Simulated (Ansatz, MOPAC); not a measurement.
Reaction (SMILES): CC(C)CO + H+ -> CC(C)C[OH2+] (at O, the best of the heteroatom sites tried; carbon was not tried)

Wanted: proton affinity (enthalpy at 298 K), in kcal/mol. Positive where the reaction releases energy. Conventions: no dispersion term unless named; LANL2DZ all-electron up to Ne; PM7 with its own dispersion and hydrogen-bond terms; non-relativistic; no spin-orbit coupling; valence correlation only. Basis-set limits of correlation are two-point, X^-3; Hartree-Fock from the larger set. Ab initio and DFT rows: single points at B3LYP-D3(BJ) geometries (Ansatz, a first-principles code), with unscaled harmonic terms from B3LYP/6-31G* (Ansatz) at its own minima. Semi-empirical rows: MOPAC heats of formation at their own minima for 298 K, the proton's as measured.

| species | coefficient | E at B3LYP/LANL2DZ (Ansatz), Eh | E at B3LYP/def2-TZVPD (Ansatz), Eh | H(298 K) - E, kcal/mol | heat of formation at PM7 (MOPAC), kcal/mol |
|---|---|---|---|---|---|
| CC(C)CO | +1 | -233.63487 | -233.76849 | 90.95 | -66.44 |
| H+ | +1 | 0.00000 | 0.00000 | 1.48 | 365.69 |
| CC(C)C[OH2+] | -1 | -233.95359 | -234.07909 | 98.98 | 113.78 |

Coupled cluster (Ansatz) is a level with limits of its own, used here on species with T1 under 0.025 (0.045 for open shells) and stable references: CCSD(T)/CBS(cc-pVTZ,cc-pVQZ). Value to compare with, CCSD(T)/CBS(cc-pVTZ,cc-pVQZ) (Ansatz): 188.1 kcal/mol. 1 Eh = 627.5095 kcal/mol.

Q: Work the quantity out at each level, and compare with CCSD(T)/CBS(cc-pVTZ,cc-pVQZ) (Ansatz).

A: 
- B3LYP/LANL2DZ: the sum of coefficient times E is 0.31872 Eh, or 200.00 kcal/mol; the thermal terms add -6.55. Result: 193.4 kcal/mol. Its difference against CCSD(T)/CBS(cc-pVTZ,cc-pVQZ) (Ansatz) is 5.3 kcal/mol.
- B3LYP/def2-TZVPD: the sum of coefficient times E is 0.31060 Eh, or 194.90 kcal/mol; the thermal terms add -6.55. Result: 188.4 kcal/mol. Its difference against CCSD(T)/CBS(cc-pVTZ,cc-pVQZ) (Ansatz) is 0.3 kcal/mol.
- PM7: the sum of coefficient times heat of formation is 185.47 kcal/mol; it needs no thermal term. Its difference against CCSD(T)/CBS(cc-pVTZ,cc-pVQZ) (Ansatz) is -2.6 kcal/mol.
